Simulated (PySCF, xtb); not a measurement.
silyl(silyloxy)silane (H8OSi3), SMILES [SiH3]O[SiH2][SiH3]. The values are those of a single conformer.

Harmonic wavenumbers (cm⁻¹) from GFN2-xTB in xtb at its own minimum, in rising order: 3, 33, 42, 48, 163, 369, 437, 475, 480, 560, 597, 608, 626, 718, 771, 784, 785, 808, 820, 824, 834, 1103, 2171, 2199, 2209, 2214, 2219, 2245, 2265, 2284.

**Question.** What does TPSSh-D3(BJ)/def2-SVP in PySCF 2.14.0 give at its own minimum? (An estimate is asked for; the answer gives what the named calculation found.)

**Answer.** 21, 56, 69, 121, 173, 355, 409, 520, 596, 619, 729, 736, 752, 836, 912, 947, 949, 962, 964, 969, 1013, 1097, 2233, 2239, 2241, 2246, 2248, 2255, 2264, 2279. Paired by order, the mean absolute difference is 74 cm⁻¹ and the zero-point energies are 42.4 and 45.5 kcal/mol.
